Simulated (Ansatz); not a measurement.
CH6AlFSi (`[CH3][AlH][SiH2]F`). Charge 0, multiplicity 1. All single points use the PBE0-D4/def2-TZVP geometry. It is one conformer, not always the lowest.

```xyz
10

C     1.080    0.543   -1.501
Al   -0.593    0.479   -0.501
Si   -0.729   -0.741    1.645
F     0.693   -1.414    2.015
H     1.443   -0.468   -1.711
H     1.861    1.027   -0.905
H     0.994    1.080   -2.448
H    -1.916    1.201   -1.018
H    -1.099    0.138    2.795
H    -1.734   -1.845    1.628
```

Q: What is the dipole moment at B3LYP/def2-TZVPP? (Estimate.)

A: Ansatz gave: 1.55 D, with components (-0.27, 0.84, -1.28) D in this frame, pointing from negative to positive charge.

Q: And with PBE, r2SCAN, ωB97M-V? (Estimate.)

A: Computed: PBE 1.47 D, r2SCAN 1.49 D, ωB97M-V 1.58 D.

Q: Give the Mulliken charges with B3LYP, ωB97M-V, PBE in def2-TZVPP. (An estimate is asked.)

A: Ansatz gave: 
| atom | B3LYP | ωB97M-V | PBE |
| --- | --- | --- | --- |
| C1 | -0.43 | -0.51 | -0.42 |
| Al2 | 0.43 | 0.43 | 0.38 |
| Si3 | 0.38 | 0.28 | 0.30 |
| F4 | -0.34 | -0.33 | -0.29 |
| H5 | 0.10 | 0.11 | 0.10 |
| H6 | 0.09 | 0.11 | 0.10 |
| H7 | 0.10 | 0.12 | 0.10 |
| H8 | -0.14 | -0.11 | -0.12 |
| H9 | -0.09 | -0.05 | -0.08 |
| H10 | -0.09 | -0.05 | -0.08 |

B3LYP here is the variant with VWN-RPA as its local correlation; programs differ in this.
